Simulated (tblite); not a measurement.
**Question.** Write Cartesian coordinates for InChI=1S/C6H6N/c1-2-3-4-5-6-7/h5H,2H2,1H3/q-1 as optimised with GFN2-xTB. (Charge -1.)

**Answer.** 
```
atom  x, y, z in Å
C1    -2.1977    0.2284   -0.4358
C2    -1.2129    0.5516    0.7016
C3     0.1441    0.0900    0.4418
C4     1.1319   -0.3910   -0.0866
C5     2.3415   -0.9073   -0.5037
C6     3.2534   -0.1888   -1.2166
N7     4.0593    0.3936   -1.8342
H8    -2.2463   -0.8481   -0.5933
H9    -1.8603    0.6903   -1.3620
H10   -3.2022    0.5938   -0.2060
H11   -1.2064    1.6406    0.8589
H12   -1.5891    0.0920    1.6290
H13    2.5803   -1.9447   -0.2719
```

Any rigid rotation of these coordinates is as good. Atoms count from 1 in this order. The 5 C–C bonds span 1.219 Å (C3≡C4, drawn triple) to 1.539 Å (C1–C2, drawn single), a spread of 0.320 Å. C5 (carbon bonded to 2 C and H) is planar (angles 123.2°, 119.0° and 117.8°, sum 360.0°, 0.01 Å off the plane of its three neighbours). C3 (carbon bonded to 2 C) is bent (angle 163.2°).

Bonds between heavy atoms (Å): C1–C2 1.539, C2–C3 1.457, C3≡C4 1.219, C4–C5 1.380, C5–C6 1.362, C6≡N7 1.171.

Computed geometry: GFN2-xTB, gas phase.

Point group: C1 (no symmetry element, even within 0.4 Å). Its GFN2-xTB frequencies are all real (lowest 35 cm⁻¹). Torsions: C1–C2–C3–C4 3°. 3 starts were optimised and ended at 0.00, 0.01 and 0.82 kcal/mol (GFN2-xTB); the lowest of these is shown.

On an Arm Neoverse V1 with one thread, no GPU, shared host with 32 logical CPUs at a one-minute load of 11, this took 0.47 s. That covers the optimisation of the geometry.

One conformer stands for the species.
